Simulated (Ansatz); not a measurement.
C2HFSi, SMILES `C#C[Si]F` (excited triplet) (charge 0, multiplicity 3). This triplet is an excited state, 1.94 eV above the relaxed singlet at the level B3LYP/cc-pVTZ // PBE0-D3(BJ)/def2-TZVP (Ansatz, a first-principles code).

Cartesian coordinates (Å):
```xyz
5

C     -1.3892    -0.2517     0.5647
C     -0.1864    -0.1822     0.4000
Si     1.5486    -0.2260     0.0749
F      2.4700     0.9604     0.6280
H     -2.4429    -0.3005     0.7180
```
Charge 0, spin multiplicity 3.

### Question
Give the natural occupations of the active orbitals, the CASSCF energy and the corrected energy for frozen-core fic-MRCISD+Q@CASSCF(6e,6o)/cc-pVTZ // PBE0-D3(BJ)/def2-TZVP (Ansatz).

### Answer

* **natural occupations**: 1.94, 1.93, 1.00, 1.00, 0.06, 0.06
* **CASSCF energy**: -464.7491 Ha
* **corrected energy**: -465.3243 Ha
* **weight of the reference**: 0.890
